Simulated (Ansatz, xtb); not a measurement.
## BrFGeH2Si: which of two structures lies lower

We compare I, a singlet given by its coordinates, with II, a singlet given by its coordinates. Both are isolated molecules in the gas phase, relaxed with r2SCAN-D4/def2-SVP.

I (Å):

```json
{"atom": "Br", "x (Å)": "-0.3917", "y (Å)": "-1.4110", "z (Å)": "-1.2647"}
{"atom": "F", "x (Å)": "-1.5398", "y (Å)": "-0.3430", "z (Å)": "1.5479"}
{"atom": "Ge", "x (Å)": "0.2994", "y (Å)": "1.2628", "z (Å)": "-0.9793"}
{"atom": "Si", "x (Å)": "-0.1081", "y (Å)": "-0.3000", "z (Å)": "0.7771"}
{"atom": "H", "x (Å)": "0.7842", "y (Å)": "-1.2010", "z (Å)": "1.5630"}
{"atom": "H", "x (Å)": "1.8079", "y (Å)": "0.7511", "z (Å)": "-0.8749"}
```

Close contacts (Å): Br1–Ge3 2.78, Br1–Si4 2.34, F2–Si4 1.63, Ge3–Si4 2.39, Ge3–H6 1.60, Si4–H5 1.49.

II (Å):

```xyz
6

Br    1.7486    0.4371    0.3315
F    -0.4365    1.0880   -1.9635
Ge   -0.3011   -1.4244    0.5776
Si    0.3238   -0.2350   -1.4001
H     1.2573   -0.6400   -2.4897
H    -1.2645   -0.1782    0.8205
```

Close contacts (Å): Br1–Ge3 2.78, Br1–Si4 2.34, F2–Si4 1.63, Ge3–Si4 2.39, Ge3–H6 1.59, Si4–H5 1.49.

Task: Estimate which is lower in electronic energy at CCSD(T)/def2-SVP + ΔMP2/def2-TZVPP, and by roughly how much.

Result: Too close to call at this level: CCSD(T)/def2-SVP + ΔMP2/def2-TZVPP gives E(II) − E(I) = +2.26 kJ/mol.

How the difference moves with the method:

```tsv
level	geometry	E(II) − E(I) (kJ/mol)	departure from the last row (kJ/mol)	job, with rough time for the two
r2SCAN-D4/def2-SVP	r2SCAN-D4/def2-SVP	+1.63	−0.64	optimisation, 66 s
HF/def2-SVP	r2SCAN-D4/def2-SVP	+1.93	−0.33	part of the CCSD(T) run
MP2/def2-SVP	r2SCAN-D4/def2-SVP	+1.39	−0.87	part of the CCSD(T) run
CCSD(T)/def2-SVP	r2SCAN-D4/def2-SVP	+1.51	−0.75	single point
CCSD(T)/def2-SVP + ΔMP2/def2-TZVPP	r2SCAN-D4/def2-SVP	+2.26		single point, 39 s
```

The largest departure from CCSD(T)/def2-SVP + ΔMP2/def2-TZVPP is that of MP2/def2-SVP, 0.87 kJ/mol. Levels run at GFN2-xTB geometries aren't shown. The last row adds to CCSD(T) the change of the MP2 difference between the two basis sets, here +0.75 kJ/mol.

With harmonic frequencies from r2SCAN-D4/def2-SVP (ideal gas, rigid rotor, one conformer each, 298.15 K, 1 atm): the zero-point term adds +0.18 kJ/mol; ΔH is +2.44 and ΔG +2.43 kJ/mol.

The correlated steps freeze 24 core orbitals; the filled d shell of Br and Ge is correlated, in a basis made for valence electrons. Codes used: Ansatz 0.2.0; the last row on 2 threads of Intel(R) Xeon(R) Processor @ 2.70GHz on a shared host.
